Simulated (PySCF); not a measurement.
## Correlation energy of Ar (argon, neutral)

[Ar], closed-shell 1S. Computed with PySCF 2.14 in aug-cc-pVDZ-DK (5s4p2d, 27 functions), with scalar relativity by spin-free X2C-1e. Frozen: [Ne]; 8 electrons correlated.

MP2 pair energies summed by pair of shells (mhartree):

```csv
pair,energy,share (%)
3p-3p,-125.01,81.0
3s-3p,-22.80,14.8
3s-3s,-6.61,4.3
```

Total MP2 correlation energy: -154.41 mhartree.

Same-spin part -42.39 and opposite-spin part -112.02 mhartree; SCS-MP2 scales them by 1/3 and 6/5 to -148.55 mhartree.
